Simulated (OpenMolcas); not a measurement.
An atom or ion with 75 electrons was computed by MS-RASPT2, IPEA 0.25 Eh, imaginary shift 0.1 Eh with spin-orbit coupling (OpenMolcas, ANO-RCC-VTZP, DKH2). The lowest levels that the run gave, each within 12 % of the measured value where one is at hand:

```json
{"J": "9/2", "Parity": "even", "E (cm⁻¹)": "0.0", "g": "1.522"}
{"J": "7/2", "Parity": "even", "E (cm⁻¹)": "3820", "g": "1.556"}
{"J": "5/2", "Parity": "even", "E (cm⁻¹)": "4240", "g": "1.639"}
{"J": "3/2", "Parity": "even", "E (cm⁻¹)": "6040", "g": "1.803"}
{"J": "1/2", "Parity": "even", "E (cm⁻¹)": "7040", "g": "3.193"}
{"J": "5/2", "Parity": "even", "E (cm⁻¹)": "7410", "g": "1.862"}
{"J": "9/2", "Parity": "even", "E (cm⁻¹)": "10730", "g": "1.325"}
{"J": "5/2", "Parity": "even", "E (cm⁻¹)": "12420", "g": "1.575"}
{"J": "7/2", "Parity": "even", "E (cm⁻¹)": "12990", "g": "1.292"}
{"J": "3/2", "Parity": "even", "E (cm⁻¹)": "13360", "g": "0.842"}
{"J": "5/2", "Parity": "even", "E (cm⁻¹)": "15800", "g": "1.177"}
{"J": "7/2", "Parity": "even", "E (cm⁻¹)": "15900", "g": "1.255"}
```

Question: Which ion is it, and what are the configurations and terms?

Answer: Os⁺ (Z = 76, charge +1; active space 7 electrons in 9 orbitals (RAS2 5d 6s; RAS3 6p, at most 2 electrons)). J, parity and g give the terms where levels are pure, and mixed ones are named by the computed weights; the size of the splittings, set against known spectra of the 75-electron sequence, gives the charge. In order, with the measured energies in cm⁻¹ (NIST Handbook of Basic Atomic Spectroscopic Data): 5d⁶ 6s ⁶D_9/2, 5d⁶ 6s ⁶D_7/2 (3593), 5d⁶ 6s ⁶D_5/2 [60 %] (3929), 5d⁶ 6s ⁶D_3/2 (5592), 5d⁶ 6s ⁶D_1/2 (6637), 5d⁵ 6s² ⁶S_5/2 [66 %] (7892), 5d⁷ ⁴F_9/2, 5d⁶ 6s ⁴P_5/2(1) [39 %], 5d⁶ 6s ⁴D_7/2(1) [43 %], 5d⁷ ⁴F_3/2 [34 %], 5d⁷ ⁴F_5/2 [63 %], 5d⁷ ⁴F_7/2 [60 %].

CASPT2 does not keep the components of a term degenerate, so their means are used; among the terms shown or strongly mixed into the levels shown the widest spread is 120 cm-1 (5d⁷ ⁴F). Blocks of more than 70 roots (2S+1 = 4 even, 2 even) ran without multistate coupling. Some high roots are left out of the spin-orbit mixing, which shifts the levels that they would mix with. Terms from blocks run as CI alone lack orbitals of their own. Configurations are named by rounded mean occupations; where the s occupation lies near a half they are strongly mixed, a name can repeat and a true partner stay unpaired. A single d shell beside an s shell can misplace configurations of different d count against each other. The CASPT2 spread within a term exceeds the gap to the next term for 5d⁷ ⁴F and 5d⁶ 6s ⁴P(1), so the order of their levels is uncertain, and so are names and mixing where such terms share a J. Computed and measured levels are paired by configuration, term and J; levels that our copy of the source lacks, or whose pairing is in doubt (as where it misses far off the trend of its configuration), stay unpaired and out of the deviations. Only configurations of the active space appear.

A share in square brackets marks a mixed level and gives the weight of the term that names it. A number in round brackets counts repeated terms of one configuration in the order of the reference energies.
